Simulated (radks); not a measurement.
Problem. The hafnium ion Hf7+ is in [Xe] 4f11. Calculated with a radial shooting solver on a logarithmic mesh with Libxc functionals: scalar-relativistic Kohn-Sham, LDA (Slater exchange, Perdew-Wang correlation), spin-polarised, spherical densities, finite nucleus; Fermi nuclear charge, rms radius of each element as measured or else 0.836 A^(1/3) + 0.57 fm. Open shells are filled with parallel spins first. One electron is removed from 5p, 5s, 4d, 4f in turn, with full relaxation. Which removal costs least, and what does each cost?

Solution. 5p 142.14 eV; 4f 148.80 eV; 5s 179.35 eV; 4d 342.04 eV. The 5p electron leaves first.
